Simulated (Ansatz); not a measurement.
Geometry optimisation, RKS LDA/def2-SVP in Ansatz.

Input file:

```yaml
crystal:
  periodic: [false, false, false]
  atoms:
    - { symbol: "N", position_ang: [-1.6609, -1.5057, 0.4308] }
    - { symbol: B, position_ang: [-0.2049, -1.6518, 0.3569] }
    - { symbol: Al, position_ang: [0.72901, -3.3901, 0.94831] }
    - { symbol: C, position_ang: [0.46463, -5.30763, 0.83002] }
    - { symbol: O, position_ang: [0.96817, -4.86274, 2.06591] }
    - { symbol: H, position_ang: [-1.8921, -0.6078, 1.0152] }
    - { symbol: H, position_ang: [-2.0038, -1.2237, -0.5429] }
    - { symbol: H, position_ang: [0.46728, -0.77161, -0.0505] }
    - { symbol: H, position_ang: [-0.65459, -5.64273, 0.93518] }
    - { symbol: H, position_ang: [1.09157, -5.92556, 0.23392] }
basis:
  gaussian: { orbitals: def2-SVP }
hamiltonian:
  xc: lda
relax:
  f_tol: 0.015
  max_steps: 40
```

Run as:

```bash
$ ansatz run input.yaml --threads 2 --pin off --max-ram 3072MiB --backend cpu --events-out ev --progress --plain --runs-dir out
```

Problem. Where does it end, and by what steps?

Solution. It converged. After 20 steps the energy has fallen by 2.064 eV; H7 moved furthest, 1.41 Å.

```tsv
step	energy less start (eV)	largest force component (eV/Å)	accepted
0	0.0000	2.628	yes
1	-0.4523	1.111	yes
2	-0.7050	1.536	yes
3	-1.0359	1.646	yes
4	-1.2786	2.160	yes
5	-1.5693	1.472	yes
6	-1.7887	1.725	yes
7	-1.9555	0.615	yes
8	-2.0237	0.411	yes
9	-2.0407	0.569	yes
10	-2.0494	0.218	yes
11	-2.0564	0.191	yes
12	-2.0592	0.047	yes
13	-2.0601	0.018	yes
14	-2.0611	0.120	yes
15	-2.0618	0.091	yes
16	-2.0629	0.078	yes
17	-2.0633	0.099	yes
18	-2.0636	0.080	yes
19	-2.0639	0.036	yes
20	-2.0640	0.009	yes
```

```xyz
10
Properties=species:S:1:pos:R:3
N -1.524 -0.995 0.388
B -0.319 -1.637 0.158
Al 0.099 -3.628 0.624
C 0.521 -5.480 0.912
O 0.833 -4.520 1.935
H -2.337 -1.416 0.845
H -1.680 -0.018 0.117
H 0.557 -0.991 -0.402
H -0.251 -6.231 1.196
H 1.407 -5.972 0.449
```

Run time: 18 s on 2 threads of Intel(R) Xeon(R) Platinum 8488C (Sapphire Rapids), on a shared host, peak memory 0.19 GiB.
